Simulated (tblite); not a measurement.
C6H12Ge.
Atom-mapped SMILES: `[CH3:1][CH2:2][C:3]1=[CH:4][CH2:5][GeH2:6][CH2:7]1` (hydrogens: H8, H9, H10 on C1; H11, H12 on C2; H13 on C4; H14, H15 on C5; H16, H17 on Ge6; H18, H19 on C7)

Computed with GFN2-xTB (tblite), gas phase: L-BFGS steps from a force-field or distance-geometry start until the largest atomic force falls under 0.01 eV/Å.

Step 11: E = -567.4435 eV
```
atom  x, y, z in Å  |  force x, y, z in eV/Å
C1      2.5628    0.0373    0.5048   -0.008   0.008  -0.006
C2      1.6450    0.3109   -0.6869   -0.031  -0.007  -0.015
C3      0.1977    0.0670   -0.3463   -0.013   0.001  -0.015
C4     -0.2938   -1.1478   -0.1395    0.005  -0.038   0.000
C5     -1.7360   -1.3711    0.2099   -0.005   0.043  -0.012
Ge6    -2.4616    0.4717    0.2440    0.028  -0.008  -0.015
C7     -0.7092    1.2659   -0.2338   -0.022  -0.032   0.020
H8      2.4801   -1.0012    0.8151   -0.008   0.002   0.017
H9      2.2945    0.6698    1.3481   -0.008   0.006   0.001
H10     3.5983    0.2358    0.2383    0.017   0.013   0.003
H11     1.9365   -0.3416   -1.5146    0.016   0.007   0.002
H12     1.7741    1.3453   -1.0129    0.004  -0.014   0.002
H13     0.3328   -2.0257   -0.2205    0.032  -0.006  -0.019
H14    -2.2119   -2.0117   -0.5369    0.023   0.039   0.016
H15    -1.8247   -1.8929    1.1662    0.030   0.042  -0.031
H16    -2.9861    0.8972    1.5873   -0.043   0.028   0.002
H17    -3.5477    0.7260   -0.7661   -0.024   0.021   0.031
H18    -0.7319    1.8117   -1.1808    0.009  -0.051   0.032
H19    -0.3288    1.9627    0.5170    0.000  -0.054  -0.013
```

Step 12: E = -567.4443 eV
```
atom  x, y, z in Å  |  force x, y, z in eV/Å
C1      2.5620    0.0379    0.5041    0.004   0.003   0.020
C2      1.6446    0.3103   -0.6867   -0.022  -0.001  -0.028
C3      0.1983    0.0659   -0.3478   -0.034   0.004   0.011
C4     -0.2924   -1.1487   -0.1401   -0.015  -0.048  -0.002
C5     -1.7352   -1.3701    0.2094    0.000   0.009  -0.015
Ge6    -2.4620    0.4722    0.2446    0.022  -0.006  -0.019
C7     -0.7087    1.2642   -0.2334   -0.015  -0.008   0.020
H8      2.4796   -0.9997    0.8156   -0.009  -0.021   0.019
H9      2.2946    0.6697    1.3477   -0.018   0.021   0.009
H10     3.5973    0.2364    0.2388    0.032   0.015  -0.007
H11     1.9368   -0.3407   -1.5142    0.025  -0.016  -0.017
H12     1.7736    1.3436   -1.0125    0.007   0.024  -0.008
H13     0.3349   -2.0265   -0.2216    0.017   0.001  -0.016
H14    -2.2114   -2.0108   -0.5381    0.029   0.049   0.038
H15    -1.8227   -1.8913    1.1665    0.022   0.040  -0.045
H16    -2.9900    0.8993    1.5866   -0.032   0.023   0.001
H17    -3.5506    0.7280   -0.7636   -0.012   0.016   0.030
H18    -0.7310    1.8091   -1.1811    0.006  -0.042   0.041
H19    -0.3274    1.9606    0.5183   -0.007  -0.063  -0.033
```

Step 13: E = -567.4451 eV
```
atom  x, y, z in Å  |  force x, y, z in eV/Å
C1      2.5612    0.0386    0.5037    0.013  -0.002   0.036
C2      1.6439    0.3096   -0.6869   -0.002   0.005  -0.030
C3      0.1984    0.0644   -0.3493   -0.033  -0.002   0.030
C4     -0.2911   -1.1503   -0.1409   -0.023  -0.039  -0.008
C5     -1.7342   -1.3687    0.2087    0.008  -0.017  -0.013
Ge6    -2.4622    0.4726    0.2449    0.000   0.002  -0.009
C7     -0.7084    1.2620   -0.2327   -0.006   0.004   0.014
H8      2.4788   -0.9984    0.8166   -0.007  -0.033   0.018
H9      2.2943    0.6700    1.3474   -0.024   0.030   0.012
H10     3.5966    0.2373    0.2392    0.031   0.013  -0.012
H11     1.9376   -0.3402   -1.5141    0.027  -0.032  -0.030
H12     1.7730    1.3421   -1.0123    0.006   0.052  -0.017
H13     0.3375   -2.0274   -0.2232   -0.002   0.004  -0.012
H14    -2.2104   -2.0092   -0.5390    0.021   0.042   0.043
H15    -1.8200   -1.8889    1.1662    0.010   0.029  -0.040
H16    -2.9951    0.9022    1.5856   -0.014   0.013  -0.007
H17    -3.5542    0.7306   -0.7601    0.003   0.010   0.025
H18    -0.7298    1.8056   -1.1807    0.001  -0.022   0.035
H19    -0.3257    1.9572    0.5193   -0.009  -0.056  -0.035
```

Problem. Estimate the geometry and energy of step 14. (The exact step hangs on the optimiser's Hessian estimate; all steps are aligned on step 13, rigid shifts and turns removed.)

Solution. E = -567.4457 eV, largest force 0.054 eV/Å
```
atom  x, y, z in Å  |  force x, y, z in eV/Å
C1      2.5607    0.0391    0.5039    0.014  -0.004   0.032
C2      1.6432    0.3091   -0.6875    0.019   0.008  -0.020
C3      0.1980    0.0630   -0.3500   -0.010  -0.009   0.030
C4     -0.2903   -1.1520   -0.1418   -0.016  -0.015  -0.015
C5     -1.7332   -1.3677    0.2080    0.012  -0.021  -0.006
Ge6    -2.4623    0.4730    0.2451   -0.021   0.007   0.006
C7     -0.7085    1.2600   -0.2319   -0.001  -0.001   0.004
H8      2.4781   -0.9978    0.8177   -0.002  -0.025   0.014
H9      2.2936    0.6709    1.3475   -0.024   0.029   0.006
H10     3.5965    0.2383    0.2394    0.016   0.007  -0.008
H11     1.9388   -0.3402   -1.5146    0.022  -0.031  -0.026
H12     1.7727    1.3419   -1.0124    0.001   0.051  -0.018
H13     0.3397   -2.0282   -0.2248   -0.016   0.001  -0.010
H14    -2.2093   -2.0072   -0.5391    0.002   0.020   0.027
H15    -1.8176   -1.8865    1.1653   -0.003   0.010  -0.018
H16    -2.9997    0.9049    1.5845    0.003   0.003  -0.014
H17    -3.5572    0.7330   -0.7566    0.012   0.004   0.017
H18    -0.7288    1.8023   -1.1798   -0.003  -0.002   0.019
H19    -0.3243    1.9535    0.5196   -0.004  -0.034  -0.020
```

The energy changes by -0.0006 eV. The first-order estimate −F·Δx gives -0.0009 eV and the mean of the old and new forces, exact on a quadratic surface, -0.0006 eV. The step makes an angle of 64° with the force vector and moves no atom by more than 0.005 Å.

The cost below is that of the whole relaxation. On an Arm Neoverse V2 with one thread, shared host with 192 logical CPUs at a one-minute load of 72, this took 0.47 s of wall time.
